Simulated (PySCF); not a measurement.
An unknown is described by computed data only.

Elements present: C, H and N. Monoisotopic mass: 145.1579 u.

| Property | Result |
| --- | --- |
| 13C NMR | chemical shifts (computed TMS as zero) by class: 101.3 (1 C), 40.8 (6 C) ppm [GIAO PBE0/pcSseg-1] |
| 1H NMR | chemical shifts (computed TMS as zero) by class: 2.64 (1 H), 2.15 (18 H) ppm [GIAO PBE0/pcSseg-1] |
| Rotational structure | rotational constants A, B, C: 1.364, 1.309, 0.907 GHz [PBE0-D3(BJ)/def2-SVP] |
| NMR, other nuclei | isotropic shieldings of nuclei other than C and H, by class: 219 (3 N) ppm [GIAO PBE0/pcSseg-1] |
| Dipole | 0.53 D [PBE0/pcSseg-1] |

Gas-phase values; electronic properties from PySCF, density fitting. Levels stand in brackets. Isolated species at its PBE0-D3(BJ)/def2-SVP geometry (one conformer only). Each NMR value is the plain mean over a class of atoms that symmetry, rotation or inversion makes alike.

Problem. Which formula fits the mass and the elements?

Solution. C7H19N3 (calculated 145.1579). No other formula that holds each of these elements comes within 0.0003 u with a fitting electron parity and a possible valence count.

Problem. Give a SMILES that accounts for the data.

Solution. Numbering: `[CH3:1][N:2]([CH3:3])[CH:4]([N:5]([CH3:6])[CH3:7])[N:8]([CH3:9])[CH3:10]`. Its formula, C7H19N3, gives 0 degrees of unsaturation, so no ring and no π bond. 7 carbons fall into 2 classes; from least to most shielded: sp3 carbon bound to nitrogen [C4] (101.3 ppm), N-methyl carbon [C1/C3/C6/C7/C9/C10] (40.8 ppm, 6 C, up to 10.6 ppm apart in this geometry). Hydrogen classes from least to most shielded: 1 H on an sp3 carbon bound to nitrogen, C4 (2.64 ppm), 18 H on 6 N-methyl carbons, C1/C3/C6/C7/C9/C10 (2.15 ppm, a mean of values up to 1.6 ppm apart in this geometry). The other shieldings belong to: 219 ppm, tertiary amine nitrogen [N2/N5/N8]. The optimised geometry has point group C1 and is an asymmetric top. Structure: `CN(C)C(N(C)C)N(C)C`. The assignments are read from this structure; whether some other isomer fits the data as well wasn't checked.

The values belong to the conformer `[CH3:1][N:2]([CH3:3])[CH:4]([N:5]([CH3:6])[CH3:7])[N:8]([CH3:9])[CH3:10]`: C1–N2–C4–N5 67°, N2–C4–N5–C6 82°, N2–C4–N8–C9 52°.
